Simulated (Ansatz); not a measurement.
Input and output for C2H7InO, SMILES `C[CH2][InH][OH]`.

```yaml
crystal:
  periodic: [false, false, false]
  atoms:
    - {symbol: C, position_ang: [-1.486025, 0.619028, 0.684000]}
    - {symbol: C, position_ang: [-0.518537, -0.416842, 0.127761]}
    - {symbol: In, position_ang: [1.409491, 0.336927, -0.483754]}
    - {symbol: O, position_ang: [2.657187, -1.045544, -1.215994]}
    - {symbol: H, position_ang: [-1.086524, 1.116151, 1.571565]}
    - {symbol: H, position_ang: [-1.711059, 1.401176, -0.045440]}
    - {symbol: H, position_ang: [-2.439389, 0.163662, 0.971928]}
    - {symbol: H, position_ang: [-0.942212, -0.920612, -0.746418]}
    - {symbol: H, position_ang: [-0.321317, -1.204150, 0.861721]}
    - {symbol: H, position_ang: [2.153919, 1.879674, -0.494442]}
    - {symbol: H, position_ang: [2.284465, -1.929441, -1.230918]}
basis:
  gaussian: {orbitals: def2-mTZVPP}
hamiltonian: {xc: {name: revPBE0}}
output: {forces: true}
```

```sh
$ ansatz run in.yaml --threads 4 --pin off --events-out ev --progress --plain --max-ram 10444MiB
```

Shortened log:

```
Functional definition: revPBE0
1344 factors; integrals over basis functions are off by at most 9.2e-4 eV
mean field evaluation 1: about -9397.1333 eV, gradient 7.9e1 eV
mean field evaluation 2: about -9356.1804 eV, gradient 1.5e2 eV
mean field evaluation 4: about -9409.3420 eV, gradient 9.5e0 eV
mean field evaluation 8: about -9409.7192 eV, gradient 9.1e-1 eV
mean field evaluation 16: about -9409.7211 eV, gradient 2.0e-4 eV
mean field -9409.72105726 eV, -345.8008707162 hartree, gradient 2.0e-5 eV, S^2 0.000000; 0 other end points of the search recorded, 0 dependent functions left out
reference -9409.72111966 eV, -345.8008730093 hartree; 24, 24 occupied and 109, 109 virtual orbitals, 1344 factors
Total energy: -9409.72111966 eV, -345.8008730093 hartree
Atom 0 at    -1.486025     0.619028     0.684000 Å, force    -0.105357     0.074175     0.054215 eV/Å
Atom 1 at    -0.518537    -0.416842     0.127761 Å, force    -0.017007    -0.116170    -0.014807 eV/Å
Atom 2 at     1.409491     0.336927    -0.483754 Å, force    -0.075894     0.292902     0.082391 eV/Å
Atom 3 at     2.657187    -1.045544    -1.215994 Å, force     0.277454    -0.272054    -0.156579 eV/Å
Atom 4 at    -1.086524     1.116151     1.571565 Å, force     0.006544     0.020159     0.041608 eV/Å
Atom 5 at    -1.711059     1.401176    -0.045440 Å, force    -0.020019     0.032544    -0.027463 eV/Å
Atom 6 at    -2.439389     0.163662     0.971928 Å, force    -0.035311    -0.008491     0.012167 eV/Å
Atom 7 at    -0.942212    -0.920612    -0.746418 Å, force    -0.041154    -0.024524    -0.017126 eV/Å
Atom 8 at    -0.321317    -1.204150     0.861721 Å, force    -0.022063    -0.033588     0.031960 eV/Å
Atom 9 at     2.153919     1.879674    -0.494442 Å, force     0.022895     0.068953     0.003479 eV/Å
Atom 10 at     2.284465    -1.929441    -1.230918 Å, force     0.009913    -0.033906    -0.009845 eV/Å
Dipole moment:    -0.521802    -0.005439     0.201137 e Å
```

Hardware: 4 threads of an Intel Xeon Platinum 8559C on a shared host. Wall time 2.3 s, peak host memory 0.32 GiB.
